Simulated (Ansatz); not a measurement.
Total energies of the cluster Si₃B⁻ (the lowest singlet isomer of a short search) from Ansatz at PBE0-D4/def2-TZVPD, gas phase (1 Eh = 27.2114 eV = 2625.5 kJ/mol). The reference geometry is relaxed at PBE0-D4/def2-TZVPD.

```xyz
4

B    -0.063    0.761   -0.154
Si   -1.704   -0.012   -0.669
Si    1.659    0.517    0.576
Si    0.108   -1.265    0.246
```

```csv
state,geometry,energy (Eh)
charge -1 singlet,reference,-892.93572
charge 0 doublet,reference,-892.83000
charge -1 triplet,relaxed at PBE0-D4/def2-TZVPD,-892.89736
charge -1 quintet,relaxed at PBE0-D4/def2-TZVPD,-892.82556
```

Question: Work out the vertical ionisation energy to the doublet.

Answer: E(charge 0 doublet) − E(charge -1 singlet) = -892.83000 − (-892.93572) = 0.10572 Eh = 2.88 eV. For comparison, −ε of the highest occupied level is 1.31 eV at this level, 1.57 eV less.

Question: Which of the charge -1 states is lowest, and how far above it are the others?

Answer: The singlet. triplet: -892.89736 − (-892.93572) = 0.03836 Eh = 100.7 kJ/mol; quintet: -892.82556 − (-892.93572) = 0.11016 Eh = 289.2 kJ/mol.

At PBE0-D4/def2-TZVPD the highest occupied level of the charge -1 quintet lies above zero (up to 0.42 eV). The electron is either unbound and held by the finite basis, or the level is raised by self-interaction error.

The structure comes from a short search, and lower isomers may exist.
